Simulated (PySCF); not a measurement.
Ligands exchanged one at a time, Al Br-OH. All species are isolated molecules in the gas phase. One relaxed conformer stands for each flexible species; it need not be the lowest. Strings in code marks are SMILES.

The four lowest singlet excitations (Tamm–Dancoff). Method: PBE0-D4/def2-TZVP run with PySCF. Excitations are Tamm–Dancoff values on a coarser integration grid. The basis has no diffuse functions, so Rydberg states are missing or too high.

```csv
state,energy (eV),wavelength (nm),oscillator strength
S1,6.55,189,0.029
S2,6.60,188,0.012
S3,7.01,177,0.000
S4,7.35,169,0.000
```

**Question.** Which member gives these states?
A) `[OH][Al]([Br])[Br]`
B) `[OH][Al]([OH])[OH]`
C) `[OH][Al]([OH])[Br]` (H–O–Al–Br torsion 0°, Br–Al–O–H torsion -180°)

**Answer.** C, `[OH][Al]([OH])[Br]` (H–O–Al–Br torsion 0°, Br–Al–O–H torsion -180°)
